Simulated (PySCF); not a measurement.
MNa anions for M along group 12

MP2 with double-zeta basis sets in PySCF, for the lowest determinant that a PBE0 search found; no spin–orbit coupling. De refers to high-spin ground-configuration atoms (the charge goes to the atom of lower measured ionisation energy or higher electron affinity, which is not always the lowest computed limit).

```json
{"M": "Zn", "basis": "def2-SVPD", "reference, frozen orbitals": "RHF, 6", "charged atom": "Na−", "state (unpaired electrons)": "singlet (closed shell)", "Re (Å)": "3.543", "ωe (cm⁻¹)": "60.7", "De (eV)": "n/a"}
{"M": "Cd", "basis": "def2-SVPD", "reference, frozen orbitals": "RHF, 1", "charged atom": "Na−", "state (unpaired electrons)": "singlet (closed shell)", "Re (Å)": "3.807", "ωe (cm⁻¹)": "52.0", "De (eV)": "n/a"}
{"M": "Hg", "basis": "def2-SVPD", "reference, frozen orbitals": "RHF, 1", "charged atom": "Na−", "state (unpaired electrons)": "singlet (closed shell)", "Re (Å)": "3.927", "ωe (cm⁻¹)": "38.9", "De (eV)": "n/a"}
```

The shortest bond is that of NaZn⁻ (3.543 Å), the longest that of NaHg⁻ (3.927 Å).

Down a group the atoms grow and get heavier, so bonds lengthen and wavenumbers fall; this series shows no clear exception.

Correlated steps freeze the inner cores (1 to 6 orbitals); shallow outer-core shells are correlated. Spin–orbit coupling is left out.
